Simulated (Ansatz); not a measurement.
Z-matrix (Å, degrees):
```
B
Al 1 2.119
H 1 1.199 2 122.4
H 1 1.199 2 122.5 3 180.0
S 2 2.195 1 121.4 3 91.6
C 2 1.990 1 128.8 3 -88.5
H 5 1.343 2 94.0 1 2.5
N 6 1.274 2 123.8 1 -175.6
H 6 1.099 2 122.1 1 4.2
H 8 1.024 6 111.9 2 -0.2
```

Total charge 0; spin multiplicity 1.

Q: List the r2SCAN/def2-TZVPP orbital energies in eV (the Gaussian-basis code of Ansatz). (Best estimate.)

A: Ansatz gave: Occupied: -2409.14, -1517.22, -385.47, -273.98, -213.59, -181.06, -157.66, -157.55, -157.50, -110.75, -71.08, -70.91, -70.83, -23.66, -18.81, -15.60, -13.16, -11.86, -10.86, -10.13, -9.07, -8.86, -8.63, -7.19, -6.98, -5.70. Lowest empty: -3.43, -2.59, -0.40, -0.36, 0.06, 1.57, 1.91, 2.55.
